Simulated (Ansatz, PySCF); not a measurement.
Gas-phase reaction R1 → 2 P1, each structure at its B3LYP-D3(BJ)/def2-TZVP stationary point, reached from a drawn start (curvature not checked).
R1: H2O2 (SMILES OO), charge 0, multiplicity 1.
P1, OH (SMILES [OH]) (charge 0, multiplicity 2):
```xyz
2

O      0.000     0.000     0.488
H      0.000     0.000    -0.488
```

P less R. No zero-point or thermal terms; singlets are restricted closed shells; open shells are unrestricted; no spin–orbit coupling.

Cores are frozen in the correlated methods.

Programs: Ansatz (Gaussian basis) for Hartree–Fock, density functionals and correlated methods; PySCF for the D3/D4 terms. Each number belongs to the level named beside it.

Q: Predict the reaction energy from CCSD(T)/cc-pVTZ.

A: 218 kJ/mol

Q: Predict the reaction energy from B3LYP-D3(BJ)/def2-TZVPP.

A: 216 kJ/mol

Q: What reaction energy does BLYP/def2-TZVPP give?

A: 239 kJ/mol

Ansatz is a quantum-chemistry and plane-wave program.
